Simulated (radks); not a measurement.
The manganese ion Mn2+, 23 electrons, occupied as [Ar] 3d4 4s1 (not the ground configuration). Method: scalar-relativistic Kohn-Sham, PBE, spin-unpolarised, spherical densities, point nucleus; computed with a radial shooting solver on a logarithmic mesh with Libxc functionals.

Unscreened Slater integrals over Kohn-Sham orbitals (hartree).

integral      value
F0(4s,4s)   0.36175
F0(4s,3d)   0.45107
G2(4s,3d)  0.057177
F0(4s,3p)   0.46088
G1(4s,3p)  0.032348
F0(4s,3s)   0.46325
G0(4s,3s)  0.023162
F0(3d,3d)   0.86430
F2(3d,3d)   0.40181
F4(3d,3d)   0.25037
F0(3d,3p)   0.93034
F2(3d,3p)   0.44144
G1(3d,3p)   0.54746
G3(3d,3p)   0.33215
F0(3d,3s)   0.95184
G2(3d,3s)   0.41673
F0(3p,3p)    1.0140
F2(3p,3p)   0.50852
F0(3p,3s)    1.0389
G1(3p,3s)   0.68967
F0(3s,3s)    1.0663

Derived for the open shells (J is the average intra-shell exchange parameter used in DFT+U). 3d: Racah B = F2/49 - 5 F4/441 = 0.005362 hartree, C = 35 F4/441 = 0.01987 hartree, C/B = 3.71, F4/F2 = 0.623, J = (F2 + F4)/14 = 0.04658 hartree.
